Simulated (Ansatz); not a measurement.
Species: HBF₂, SMILES `FBF` (charge 0, multiplicity 1).

Task: Give a relaxed geometry from B3LYP-D3(BJ)/def2-TZVP in Ansatz (a program for electronic structure).

Result: the end point of this relaxation (outside a Z-matrix the atoms follow the SMILES, hydrogens last).
Cartesian coordinates (Å) in one orientation:
```xyz
4

F     -0.580     1.160     0.005
B      0.042    -0.002     0.000
F     -0.690    -1.098     0.004
H      1.228    -0.060    -0.009
```
